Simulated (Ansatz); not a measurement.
Born–Oppenheimer molecular dynamics of AlH4NO2 (8 atoms, charge 0, multiplicity 1). It starts from a relaxed structure.

These are results of RKS PBE-D4/6-31G* (Ansatz), not measurements.

* ensemble: NVT, Langevin thermostat
* time step: 1 fs
* steps asked: 100
* set temperature: 400 K
* friction: 0.005 /fs
* seed: 473313

First frame:

```xyz
8
Properties=species:S:1:pos:R:3
Al 0.074 -0.254 0.118
N -0.055 -0.009 1.879
H -0.912 0.087 2.418
H 0.761 0.121 2.475
O 1.655 -0.263 -0.569
H 1.708 -0.431 -1.526
O -1.276 -0.492 -0.934
H -2.166 -0.558 -0.547
```

Question: How far do the bonds stretch over the last three quarters of this one trajectory? (Pairs bonded in most of those frames.)

Answer: 
| bond | mean (Å) | spread (Å) | shortest | longest |
| --- | --- | --- | --- | --- |
| Al1–N2 | 1.790 | 0.028 | 1.74 | 1.83 |
| Al1–O5 | 1.718 | 0.042 | 1.64 | 1.78 |
| Al1–O7 | 1.736 | 0.064 | 1.64 | 1.84 |
| N2–H3 | 1.023 | 0.017 | 0.98 | 1.06 |
| N2–H4 | 1.024 | 0.026 | 0.98 | 1.08 |
| O5–H6 | 0.974 | 0.011 | 0.95 | 1.00 |
| O7–H8 | 0.974 | 0.019 | 0.94 | 1.01 |

Mean temperature of the second half: 358 K. The mean temperature of the second half is 10 % below the set value. A run of 0.1 ps of so small a system gives no equilibrium averages.

Run time: 3 min on 1 thread of Arm Neoverse V2, with other jobs on the host, peak memory 0.12 GiB.
